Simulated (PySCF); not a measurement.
**Correlation energy of Tm³⁶⁺ (thulium, charge +36)**

Starting occupation: [Ar] 3d10 4s2 4p3, 4p1/2 with m_j = -1/2, +1/2, 4p3/2 with m_j = +3/2. Calculation: PySCF 2.14, in an uncontracted even-tempered set (17 s from 3.9 bohr⁻², ratio 2.8; 13 p from 5.1 bohr⁻², ratio 2.8; 8 d from 9 bohr⁻², ratio 2.8; 4 f from 24 bohr⁻², ratio 3); X2C-1e with screened-nucleus spin-orbit coupling, Gaussian nucleus. Frozen: [Ne]; 23 electrons correlated; the 74 highest virtual spinors left out.

MP2 pair energies summed by pair of shells (mhartree):

```json
{"pair": "3d3/2-3d5/2", "energy": "-183.63", "share (%)": "19.3"}
{"pair": "3d5/2-3d5/2", "energy": "-130.61", "share (%)": "13.7"}
{"pair": "3d5/2-3p3/2", "energy": "-61.32", "share (%)": "6.5"}
{"pair": "3d3/2-3d3/2", "energy": "-55.69", "share (%)": "5.9"}
{"pair": "3d3/2-3p3/2", "energy": "-41.47", "share (%)": "4.4"}
{"pair": "3d5/2-4p1/2", "energy": "-38.84", "share (%)": "4.1"}
{"pair": "3d5/2-4s1/2", "energy": "-34.89", "share (%)": "3.7"}
{"pair": "4p1/2-4s1/2", "energy": "-33.14", "share (%)": "3.5"}
{"pair": "4p1/2-4p1/2", "energy": "-27.70", "share (%)": "2.9"}
{"pair": "4p3/2-4s1/2", "energy": "-25.94", "share (%)": "2.7"}
{"pair": "3d3/2-4p1/2", "energy": "-24.76", "share (%)": "2.6"}
{"pair": "3d5/2-3p1/2", "energy": "-24.67", "share (%)": "2.6"}
{"pair": "3p3/2-3p3/2", "energy": "-22.78", "share (%)": "2.4"}
{"pair": "4p1/2-4p3/2", "energy": "-22.54", "share (%)": "2.4"}
{"pair": "3d3/2-4s1/2", "energy": "-21.76", "share (%)": "2.3"}
{"pair": "4s1/2-4s1/2", "energy": "-21.62", "share (%)": "2.3"}
{"pair": "3d5/2-3s1/2", "energy": "-21.34", "share (%)": "2.2"}
{"pair": "3p1/2-3p3/2", "energy": "-20.13", "share (%)": "2.1"}
{"pair": "3d5/2-4p3/2", "energy": "-16.98", "share (%)": "1.8"}
{"pair": "3d3/2-3p1/2", "energy": "-16.21", "share (%)": "1.7"}
{"pair": "3p3/2-4p1/2", "energy": "-14.81", "share (%)": "1.6"}
{"pair": "3d3/2-3s1/2", "energy": "-14.26", "share (%)": "1.5"}
{"pair": "3p3/2-4s1/2", "energy": "-13.97", "share (%)": "1.5"}
{"pair": "3d3/2-4p3/2", "energy": "-11.04", "share (%)": "1.2"}
{"pair": "3p3/2-3s1/2", "energy": "-10.99", "share (%)": "1.2"}
{"pair": "3p3/2-4p3/2", "energy": "-5.88", "share (%)": "0.6"}
{"pair": "3p1/2-3s1/2", "energy": "-5.20", "share (%)": "0.5"}
{"pair": "3p1/2-3p1/2", "energy": "-5.09", "share (%)": "0.5"}
{"pair": "3p1/2-4s1/2", "energy": "-4.85", "share (%)": "0.5"}
{"pair": "3p1/2-4p1/2", "energy": "-4.46", "share (%)": "0.5"}
```

Total MP2 correlation energy: -950.16 mhartree.

At this charge the one-electron X2C treatment keeps the bare 1/r₁₂, with no two-electron picture change or Breit term. The effect here is smaller than on the frozen 1s shell.
